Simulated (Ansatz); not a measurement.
InI, closed-shell singlet (the spin of the measured ground state), most abundant isotopes (114.9039 and 126.9045 u). Constants from fifth-degree fits in 1/R to seven points on the lowest solution found; no spin–orbit coupling, no relativity up to Kr; ω_e x_e and α_e move by some per cent with the fit.

Correlated levels freeze the inner cores; with def2 sets outer-core shells near the valence are correlated too. CBS: X⁻³ extrapolation of the correlation energy, Hartree–Fock from the larger set.

The values were computed with Ansatz (a first-principles code).  In def2 rows elements past Kr take small-core potentials, without spin–orbit coupling.

| level | r_e (Å) | ω_e (cm⁻¹) | ω_e x_e (cm⁻¹) | α_e (cm⁻¹) |
|---|---|---|---|---|
| PBE/def2-TZVPP | 2.7938 | 168.3 | 0.339 | 0.000104 |
| CCSD(T)/CBS(def2-TZVPP, def2-QZVPP) | 2.7511 | 179.0 | 0.328 | 0.000102 |

D_e from total energies of the atoms and the molecule: 3.75 eV at PBE/def2-TZVPP; 3.85 eV at CCSD(T)/CBS(def2-TZVPP, def2-QZVPP).

**Question.** Derive the rotational constants, the centrifugal constant, the fundamental, the zero-point energy and the force constant, and test the Morse rule for the well depth.

**Answer.** 
μ = 60.30319 u.
- PBE/def2-TZVPP: B_e = 16.8576/(μ r_e²) = 0.035814 cm⁻¹; B₀ = B_e − α_e/2 = 0.035763 cm⁻¹; D = 4B_e³/ω_e² = 6.49e-09 cm⁻¹; fundamental ω_e − 2ω_e x_e = 168 cm⁻¹; zero-point energy ω_e/2 − ω_e x_e/4 = 84 cm⁻¹; k = μ(2πcω_e)² = 101 N/m; the line J = 1 ← 0 at 2B₀ = 2.144 GHz; a Morse well would hold ω_e²/(4ω_e x_e) = 2.59 eV against the computed D_e of 3.75 eV
- CCSD(T)/CBS(def2-TZVPP, def2-QZVPP): B_e = 16.8576/(μ r_e²) = 0.036934 cm⁻¹; B₀ = B_e − α_e/2 = 0.036883 cm⁻¹; D = 4B_e³/ω_e² = 6.29e-09 cm⁻¹; fundamental ω_e − 2ω_e x_e = 178 cm⁻¹; zero-point energy ω_e/2 − ω_e x_e/4 = 89 cm⁻¹; k = μ(2πcω_e)² = 114 N/m; the line J = 1 ← 0 at 2B₀ = 2.211 GHz; a Morse well would hold ω_e²/(4ω_e x_e) = 3.03 eV against the computed D_e of 3.85 eV

Measured for the ground state: r_e 2.7536 Å [microwave values compiled in ACS Omega 2, 8373 (2017)]; ω_e 177.1 cm⁻¹ [Huber and Herzberg (1979), NIST Chemistry WebBook].
